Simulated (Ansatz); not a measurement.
Input for Ansatz (development build ahead of 0.2.0):

```yaml
crystal:
  periodic: [false, false, false]
  atoms:
    - { symbol: Mo, position_ang: [0.0, 0.0, 0.0] }
    - { symbol: Hf, position_ang: [0.0, 0.0, 6.0536] }
basis:
  gaussian: { orbitals: def2-TZVPP }
magnetization:
  spin_polarized: true
  initial_magnetization: 4
hamiltonian:
  xc: pbe0
```

The input is written out in the form of the current development build from the run's settings. The basis set brings a core potential for Hf, Mo, so the total leaves out those core electrons.

The run gave:

```
Converged                       : yes
Total energy                    : -115.94818 hartree
Spin squared of the determinant : 8.002
Stability test                  : minimum
```

Caution: charge can spread falsely over distant fragments; other spin multiplicities were not run; the unrestricted determinant is a mixture of spin states.
